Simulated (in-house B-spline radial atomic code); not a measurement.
K⁺. Computed with a B-spline radial atomic code. Model: all-electron spherical atom, spin shells full or empty, radial basis limit, no spin-orbit coupling, Breit or QED, empty-state partial waves extrapolated as (l+1/2)^-4, RPA, G0W0 and static COHSEX of the highest shell as one setting changes (uncorrelated shells keep exact exchange).

Given: element K; charge 1; filled core Ne; hamiltonian one-electron scalar X2C; mean-field start PBE0; highest l of empty states 9; nuclear rms radius 3.4349 fm; highest mean-field shell 3p.

Shell: 3s 1 1, 3p 3 3 (electrons up and down).

| lowest nl shells left uncorrelated | RPA correlation energy (hartree) | G0W0 level (eV) | G0W0 minus most complete (meV) | COHSEX level (eV) | linearised minus solved G0W0 (meV) |
| --- | --- | --- | --- | --- | --- |
| 0 | -1.0983 | -31.694 | 0 | -34.764 | -23.6 |
| 1 | ? | ? | ? | ? | ? |
| 2 | -0.81201 | -31.675 | 19 | -34.742 | -23.4 |
| 3 | ? | ? | ? | ? | ? |
| 4 | -0.28597 | -32.186 | -491.4 | -34.997 | -24.5 |

What follows for lowest nl shells left uncorrelated = 1?

RPA correlation energy -0.96311 hartree; G0W0 level -31.687 eV; G0W0 minus most complete 6.7 meV; COHSEX level -34.76 eV; linearised minus solved G0W0 -23.6 meV.

What follows for lowest nl shells left uncorrelated = 3?

RPA correlation energy -0.41519 hartree; G0W0 level -31.564 eV; G0W0 minus most complete 129.9 meV; COHSEX level -34.516 eV; linearised minus solved G0W0 -22.3 meV.
